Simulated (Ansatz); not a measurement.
`C[SiH]1SB1N` + H₂ → `NB1[SiH2]S1` + CH₄ at 400 K and 1 bar (hydrogenolysis of the Si–C bond).

Program: Ansatz. Geometries: PBE0-D4/def2-TZVP. ΔE: electronic, gas phase. CCSD(T)/CBS adds triple-zeta CCSD(T) − MP2 to the extrapolated MP2 energy (def2 sets, frozen cores). This one scheme is used for every species. Each species was taken in one conformer, which may not be the lowest.

```tsv
species	CCSD(T)/CBS energy (Eh)	H − E (kJ/mol)	S (J/(mol·K))
`C[SiH]1SB1N`	-808.09661	241.3	381.6
H₂	-1.17544	38.0	139.0
`NB1[SiH2]S1`	-768.81859	157.5	333.6
CH₄	-40.46206	131.3	197.2
```

H − E and S are ideal-gas, rigid-rotor, harmonic terms from PBE0-D4/def2-TZVP, for one conformer and one mirror image of each species. For small species the MP2-based limit differs from directly extrapolated CCSD(T) by up to some mEh (0.8 for H₂); such offsets cancel only in part. 1 Eh = 2625.50 kJ/mol, R = 8.31446 J/(mol·K).

Task: By hand: ΔE, ΔH, ΔS and ΔG.

Result: ΔE = (-768.81859) + (-40.46206) − (-808.09661) − (-1.17544) = -0.00860 Eh = -22.6 kJ/mol. Δ(H − E) = 157.5 + 131.3 − 241.3 − 38.0 = 9.5, so ΔH = -13.1 kJ/mol. ΔS = 333.6 + 197.2 − 381.6 − 139.0 = 10.2 J/(mol·K). ΔG = -13.1 − 400 × (10.2)/1000 = -17.2 kJ/mol.

Task: By hand: the equilibrium constant, and the temperature at which ΔG would vanish if ΔH and ΔS stayed fixed.

Result: log₁₀ K = −ΔG/(RT ln 10) = 2.2. ΔH and −TΔS have one sign here, so there is no such temperature.

The number of gas molecules stays the same, so ΔS is small and ΔH decides. A doubt of 5 kJ/mol in ΔE shifts log₁₀ K by 0.7 here. Other conformers and mirror images would add mixing entropy, several J/(mol·K) or more a flexible species. These are equilibria of isolated gas molecules and say nothing of rates. Largest T1 diagnostic: 0.014 (customary marks: 0.02 for closed shells, 0.045 for open ones).

ΔS is within the doubt of such terms, so its sign, and with it that verdict, could turn.
